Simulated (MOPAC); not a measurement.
MOPAC input (PM3):

```
PM3 FORCE THERMO(298,298) PRECISE LET GEO-OK AUX(PRECISION=9) THREADS=1
C3H10GeO3

C    -0.89340957 1    2.24792422 1   -0.76156120 1
O    -0.03881129 1    1.69087680 1    0.16872085 1
Ge    0.09285738 1   -0.10413050 1   -0.06061576 1
O    -1.29067338 1   -0.90069358 1    0.79812104 1
C    -2.32808876 1   -1.17350848 1   -0.07176096 1
O     1.53666630 1   -0.62942337 1    0.90258568 1
C     2.70355156 1   -0.25304907 1    0.26407049 1
H    -0.80354013 1    3.33196573 1   -0.63249616 1
H    -1.93554807 1    1.94883138 1   -0.58661758 1
H    -0.61426034 1    1.97732364 1   -1.78898172 1
H     0.17956654 1   -0.47917201 1   -1.54217449 1
H    -1.99336639 1   -1.73609493 1   -0.95320655 1
H    -3.03651313 1   -1.78093454 1    0.50204726 1
H    -2.82811303 1   -0.25415385 1   -0.40521718 1
H     2.74281276 1   -0.62287198 1   -0.76911325 1
H     2.83505588 1    0.83587500 1    0.26023079 1
H     3.50879001 1   -0.71280746 1    0.84770997 1
```

From the output:

```
     H   17   0.002094   0.000337   0.506579   0.514897   5.422721

          HEAT OF FORMATION =    -170.919788 KCALS/MOLE

          ZERO POINT ENERGY      81.842 KCAL/MOL

           NORMAL COORDINATE ANALYSIS (Total motion = 1 Angstrom)

   Root No.       1         2         3         4         5         6         7         8

                 1 A       2 A       3 A       4 A       5 A       6 A       7 A       8 A

                  32.2      40.7      56.2      96.2     102.3     127.5     134.1     169.0

           1   -0.0082    0.0098    0.0109   -0.0098   -0.0065    0.0053    0.0046   -0.0285
           2    0.0015   -0.0032   -0.0189    0.0095    0.0063   -0.0105    0.0290    0.0527
           3   -0.0479   -0.0409    0.0453   -0.0021    0.0027    0.0242   -0.0088   -0.0038
           4   -0.0081    0.0099    0.0111   -0.0095   -0.0064    0.0053    0.0048   -0.0250
           5   -0.0083    0.0038   -0.0110   -0.0020    0.0015   -0.0053    0.0042   -0.0145
           6    0.0215    0.0571   -0.0069    0.0022   -0.0146    0.0139    0.0181   -0.0453
           7   -0.0009   -0.0031   -0.0062   -0.0030    0.0042    0.0006    0.0212    0.0064
           8   -0.0110    0.0094   -0.0043   -0.0044   -0.0028   -0.0039   -0.0011   -0.0253
           9    0.0034    0.0050   -0.0084    0.0036   -0.0032   -0.0098   -0.0143    0.0017
          10   -0.0173   -0.0193   -0.0063    0.0047    0.0030   -0.0029   -0.0368   -0.0019
          11   -0.0213   -0.0358   -0.0232   -0.0036    0.0088    0.0048   -0.0158   -0.0195
          12   -0.0006   -0.0113   -0.0149    0.0043    0.0004   -0.0062   -0.0212    0.0027
          13    0.0144    0.0068    0.0376    0.0104   -0.0083    0.0085   -0.0431   -0.0001
          14    0.0355    0.0048    0.0506   -0.0004   -0.0033    0.0281   -0.0031   -0.0105
          15    0.0253   -0.0059    0.0075   -0.0080    0.0112    0.0086    0.0281    0.0189
          16    0.0027    0.0008   -0.0076   -0.0003    0.0014   -0.0017    0.0126    0.0109
          17   -0.0200    0.0412    0.0216    0.0069   -0.0060    0.0007   -0.0074    0.1024
          18   -0.0145    0.0004    0.0056   -0.0057    0.0055    0.0016    0.0213    0.0195
          19    0.0188    0.0063   -0.0160    0.0180   -0.0026   -0.0169   -0.0414    0.0169
          20    0.0613   -0.0551    0.0008    0.0098    0.0062    0.0002   -0.0035    0.0103
          21    0.0004   -0.0198    0.0023   -0.0073    0.0086    0.0035    0.0299   -0.0006
          22   -0.0222    0.0057    0.0225   -0.0185   -0.0093    0.0085   -0.0160   -0.0777
          23    0.0060    0.0024   -0.0322    0.0035    0.0186    0.0070    0.0228    0.0740
          24   -0.0443   -0.0072   -0.0325   -0.0680    0.0916    0.1660   -0.1027    0.0510
          25    0.0413    0.0749   -0.0289   -0.0058   -0.0140    0.0032    0.0247   -0.0348
          26   -0.0119   -0.0545    0.0616    0.0731   -0.0715   -0.1391    0.1179    0.0302
          27   -0.0742   -0.0885    0.0936    0.0208   -0.0242   -0.0246    0.0170   -0.0100
          28   -0.0440   -0.0504    0.0412   -0.0047    0.0019    0.0041    0.0047    0.0217
          29    0.0187    0.0374   -0.0914   -0.0384    0.0751    0.0984   -0.0333    0.1102
          30   -0.0785   -0.1010    0.1138    0.0356   -0.0436   -0.0563    0.0371   -0.0205
          31    0.0127   -0.0056   -0.0191   -0.0012    0.0048   -0.0014    0.0299   -0.0271
          32   -0.0025    0.0255   -0.0062   -0.0038   -0.0054   -0.0022    0.0114   -0.0442
          33    0.0066   -0.0133   -0.0177    0.0047    0.0010   -0.0105   -0.0149   -0.0033
          34    0.0725    0.0549    0.1349   -0.0513    0.0458   -0.0469   -0.0415    0.0040
          35    0.0448    0.0283    0.0920   -0.0562    0.0503   -0.0509   -0.0405   -0.0229
          36    0.0278   -0.0214   -0.0170    0.0400   -0.0361    0.0836    0.0698    0.0335
          37    0.0128    0.0053    0.0249    0.0624   -0.0619    0.0614   -0.0550   -0.0020
          38    0.0242   -0.0261   -0.0037    0.0752   -0.0763    0.1356    0.0480    0.0066
          39    0.0199   -0.0199   -0.0190    0.0355   -0.0314    0.0665    0.0484    0.0262
          40   -0.0181   -0.0199   -0.0125    0.0257   -0.0187    0.0207   -0.0407   -0.0023
          41    0.0811    0.0411    0.1183   -0.0144    0.0037    0.0201   -0.0049   -0.0069
          42    0.0479    0.0264    0.0759   -0.1098    0.1107   -0.1108    0.0041    0.0105
          43    0.0404   -0.0280   -0.0415   -0.0847   -0.1036   -0.0247   -0.0822    0.0909
          44    0.1084   -0.1247   -0.0235   -0.0688   -0.0596   -0.0001   -0.0123    0.0215
          45   -0.0369    0.0334    0.0097   -0.0005    0.0020   -0.0025    0.0067    0.0476
          46    0.0062    0.0484    0.0058    0.1457    0.1072   -0.0198   -0.0362   -0.0619
          47    0.0828   -0.0897   -0.0127   -0.0415   -0.0378    0.0000   -0.0095    0.0275
          48    0.0680   -0.0978   -0.0201   -0.0290   -0.0096   -0.0011    0.0135   -0.0455
          49    0.0227    0.0030   -0.0197    0.0084   -0.0141   -0.0193   -0.0512    0.0258
          50    0.0553   -0.0231    0.0239    0.1457    0.1284    0.0005    0.0149   -0.0887
          51   -0.0194   -0.0107    0.0159    0.0078    0.0382    0.0164    0.0782   -0.0220

   Root No.       9        10        11        12        13        14        15        16

                 9 A      10 A      11 A      12 A      13 A      14 A      15 A      16 A

                 209.1     298.5     320.2     335.6     662.9     673.2     727.6     766.6

           1   -0.0157   -0.0318    0.0021   -0.0387    0.0095    0.0174    0.0267   -0.0017
           2    0.0010   -0.0468    0.0049   -0.0491    0.0024    0.0071    0.0201    0.0009
           3    0.0080   -0.0026    0.0033   -0.0001   -0.0012   -0.0018   -0.0002   -0.0004
           4   -0.0146   -0.0351    0.0027   -0.0416    0.0074    0.0146    0.0113    0.0007
           5   -0.0218    0.0259   -0.0073    0.0176    0.0079    0.0293    0.0926    0.0009
           6    0.1062   -0.0004    0.0084    0.0000   -0.0006   -0.0137    0.0008   -0.0022
           7   -0.0026    0.0022   -0.0021    0.0217   -0.0210   -0.0101    0.0109   -0.0240
           8   -0.0265    0.0106   -0.0038   -0.0053   -0.0010   -0.0228   -0.0170    0.0090
           9   -0.0258   -0.0109   -0.0151    0.0077   -0.0161    0.0142   -0.0158   -0.0264
          10    0.0614    0.0298   -0.0325   -0.0335    0.0039    0.0026   -0.0209   -0.0199
          11    0.1009   -0.0167    0.0210    0.0153   -0.0079    0.0186   -0.0175   -0.0186
          12    0.0207   -0.0218   -0.0112    0.0129    0.0121   -0.0217    0.0774    0.0849
          13   -0.0015    0.0058   -0.0210   -0.0083    0.0091   -0.0103    0.0124    0.0120
          14    0.0056   -0.0179    0.0266    0.0235   -0.0087    0.0104   -0.0152   -0.0161
          15    0.0112    0.0487   -0.0416   -0.0463    0.0046   -0.0078    0.0206    0.0271
          16   -0.0016   -0.0059   -0.0211    0.0302    0.0218    0.0071   -0.0721    0.1029
          17    0.0343    0.0082   -0.0132    0.0167    0.0112    0.0049    0.0030   -0.0058
          18   -0.0085    0.0177    0.0652   -0.0040    0.0151    0.0007   -0.0001    0.0020
          19   -0.0137    0.0263    0.0769   -0.0132    0.0086    0.0009   -0.0177    0.0292
          20    0.0072   -0.0020   -0.0144    0.0034   -0.0018    0.0001    0.0035   -0.0061
          21   -0.0130    0.0099    0.0503    0.0011    0.0153   -0.0001   -0.0174    0.0239
          22   -0.0404    0.0369   -0.0100    0.0294    0.0133    0.0474    0.1569   -0.0020
          23   -0.0039   -0.0693    0.0087   -0.0702    0.0018   -0.0003   -0.0171    0.0012
          24   -0.0853   -0.0190    0.0053   -0.0047   -0.0000    0.0020   -0.0022    0.0004
          25    0.0519   -0.0581    0.0096   -0.0653    0.0121    0.0095   -0.0067   -0.0041
          26    0.0749   -0.0608    0.0079   -0.0726    0.0006   -0.0016   -0.0236    0.0013
          27    0.0079    0.0033    0.0013    0.0024   -0.0029   -0.0011   -0.0021    0.0007
          28   -0.0569   -0.0697    0.0059   -0.0751    0.0119    0.0176   -0.0333   -0.0006
          29   -0.0495   -0.0870    0.0117   -0.0805    0.0023   -0.0001   -0.0251    0.0015
          30    0.0244    0.0070    0.0005    0.0037   -0.0011    0.0012    0.0024   -0.0001
          31   -0.0136    0.0017   -0.0327    0.0575    0.5701    0.2362   -0.0129   -0.1213
          32   -0.0220    0.0442   -0.0120    0.0002    0.0314    0.5624   -0.0176    0.0565
          33   -0.0296   -0.0430   -0.0279    0.0365    0.4467   -0.3473   -0.0058   -0.1548
          34   -0.0163    0.0186   -0.0268   -0.0212    0.0126   -0.0149   -0.0173   -0.0239
          35    0.0467   -0.0569    0.0447    0.0530   -0.0100    0.0082    0.0236    0.0267
          36   -0.0372    0.0957   -0.0635   -0.0827    0.0053   -0.0040   -0.0294   -0.0278
          37   -0.0684   -0.0463    0.0089    0.0466    0.0129   -0.0316    0.1193    0.1319
          38   -0.0532    0.0362    0.0021   -0.0168   -0.0123    0.0201   -0.0769   -0.0849
          39   -0.0277    0.0635   -0.0474   -0.0546    0.0042   -0.0082    0.0138    0.0202
          40    0.0328    0.0173   -0.0289   -0.0203    0.0117   -0.0083    0.0012    0.0035
          41   -0.0509   -0.0356    0.0390    0.0430   -0.0121    0.0060    0.0058    0.0017
          42    0.0941    0.0589   -0.0512   -0.0663    0.0050   -0.0020   -0.0234   -0.0203
          43   -0.0048    0.0488    0.1369   -0.0310    0.0073   -0.0024    0.0243   -0.0294
          44    0.0071   -0.0039   -0.0153    0.0025   -0.0030   -0.0009   -0.0039    0.0057
          45   -0.0056    0.0303    0.0991   -0.0119    0.0184   -0.0015    0.0256   -0.0388
          46   -0.0337    0.0320    0.1095   -0.0330    0.0024   -0.0018    0.0213   -0.0245
          47    0.0098   -0.0025   -0.0160    0.0048   -0.0004   -0.0004   -0.0036    0.0051
          48   -0.0313    0.0155    0.0897   -0.0219    0.0129   -0.0051    0.0078   -0.0049
          49   -0.0139    0.0331    0.0973   -0.0205    0.0078   -0.0010    0.0008    0.0028
          50   -0.0146   -0.0070   -0.0105   -0.0077   -0.0110   -0.0016    0.0226   -0.0336
          51   -0.0060   -0.0235   -0.0547    0.0424    0.0257    0.0106   -0.1241    0.1798

   Root No.      17        18        19        20        21        22        23        24

                17 A      18 A      19 A      20 A      21 A      22 A      23 A      24 A

                 768.9    1013.6    1015.8    1019.0    1067.3    1070.5    1076.5    1185.2

           1    0.0212   -0.0006   -0.0004   -0.0009    0.0022   -0.0073    0.0008   -0.0014
           2    0.0217   -0.0002   -0.0036   -0.0004   -0.0086    0.0533   -0.0016   -0.0004
           3    0.0009   -0.0013    0.0329    0.0343   -0.0014    0.0023    0.0008   -0.0002
           4    0.0100    0.0003   -0.0010   -0.0003   -0.0018    0.0071   -0.0006    0.0017
           5    0.0813    0.0000    0.0020    0.0003    0.0073   -0.0448    0.0010    0.0006
           6    0.0034    0.0004   -0.0161   -0.0169    0.0009   -0.0012   -0.0003   -0.0000
           7   -0.0182    0.0002    0.0001    0.0003    0.0012    0.0007    0.0031   -0.0019
           8   -0.0208    0.0002    0.0002   -0.0001   -0.0010    0.0034    0.0001    0.0004
           9    0.0090    0.0005   -0.0002   -0.0000    0.0018    0.0005   -0.0024   -0.0011
          10    0.0119   -0.0009    0.0090   -0.0084    0.0117    0.0030   -0.0124    0.0240
          11    0.0083   -0.0014    0.0130   -0.0135    0.0009    0.0014   -0.0014   -0.0190
          12   -0.0508   -0.0003    0.0037   -0.0048   -0.0242   -0.0048    0.0255    0.0132
          13   -0.0070    0.0019   -0.0167    0.0157   -0.0139   -0.0039    0.0133   -0.0160
          14    0.0091    0.0030   -0.0282    0.0282   -0.0007   -0.0019    0.0016    0.0118
          15   -0.0160    0.0005   -0.0071    0.0093    0.0288    0.0059   -0.0302   -0.0059
          16    0.0475    0.0030    0.0002   -0.0003   -0.0235   -0.0080   -0.0300    0.0208
          17   -0.0034    0.0312    0.0012   -0.0006    0.0002   -0.0006    0.0000   -0.0132
          18   -0.0008    0.0046    0.0003    0.0000    0.0062    0.0024    0.0081    0.0619
          19    0.0130   -0.0056   -0.0003    0.0003    0.0283    0.0081    0.0353   -0.0077
          20   -0.0031   -0.0626   -0.0024    0.0012   -0.0008   -0.0005   -0.0010    0.0072
```
